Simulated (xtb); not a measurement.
Ga(Cl)2(SiH3) (Cl2GaH3Si), SMILES [SiH3][Ga]([Cl])[Cl]. All values are semi-empirical tight-binding results from xtb (GFN2-xTB unless named), good for trends rather than for accurate numbers. The structure is a stationary point at GFN2-xTB. The structure was generated by enumeration; whether it is a known compound was not checked.

Optimised geometry:

```xyz
7

Ga    -0.0140     0.0029    -0.0139
Cl    -1.7942    -1.1223    -0.2572
Cl    -0.1664     1.8734    -1.0002
Si     1.9167    -0.7300     1.2383
H      2.4994     0.4157     1.9546
H      2.9209    -1.2879     0.3158
H      1.5097    -1.7652     2.2002
```

For metal compounds this method's bond lengths and energies can be far off.

Task: Estimate the properties. (The exact figures need the calculation; the answer reports its results.)

Result: 
| Property | Value |
|---|---|
| orbital gap | 3.86 eV |
| zero-point energy | 15.7 kcal/mol |
| G − E(el) at 298.15 K (modified RRHO) | -6.5 kcal/mol |

Task: Give the atomic charges and the Wiberg bond orders between heavy atoms. (An estimate is asked for; the answer gives what the named calculation found.)

Result: charges (e) Ga1 -0.05, Cl2 -0.14, Cl3 -0.14, Si4 0.47, H5 -0.05, H6 -0.05, H7 -0.05. Bond orders Ga1–Cl2 1.28, Ga1–Cl3 1.28, Ga1–Si4 0.74.
